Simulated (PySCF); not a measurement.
# Te (tellurium, neutral) across methods

[Kr] 4d10 5s2 5p4, high-spin 3P determinant. Computed with PySCF 2.14 in x2c-TZVPPall with one added diffuse shell each of s, p, d, f type (9s7p5d3f, 76 functions), with scalar relativity by spin-free X2C-1e.

| method | E (hartree) | mean ε 5s β (eV) | mean ε 5p α (eV) | mean ε 5p β (eV) | Σ⟨r²⟩ (bohr²) | ⟨S²⟩ |
| --- | --- | --- | --- | --- | --- | --- |
| UHF | -6790.85566 | -18.158 | -10.350 | -8.506 | 62.44 | 2.012 |
| PBE0 | -6793.34 | -15.538 | -7.639 | -6.308 | 61.79 | 2.004 |
| r2SCAN | -6793.70 | -14.374 | -6.879 | -5.537 | 61.78 | 2.006 |
| PBE | -6793.25 | -14.289 | -6.495 | -5.289 | 62.07 | 2.003 |
| TPSSh | -6793.41 | -14.771 | -7.038 | -5.769 | 61.79 | 2.004 |
| HSE06 | -6793.26 | -15.204 | -7.214 | -5.928 | 61.90 | 2.004 |
| wB97M-V | -6793.23 | -18.005 | -9.671 | -8.391 | 62.17 | 2.003 |
| LDA | -6787.34 | -14.689 | -6.585 | -5.430 | 61.90 | 2.002 |
| LC-wPBE | -6793.22 | -18.524 | -10.243 | -8.904 | 61.40 | 2.006 |
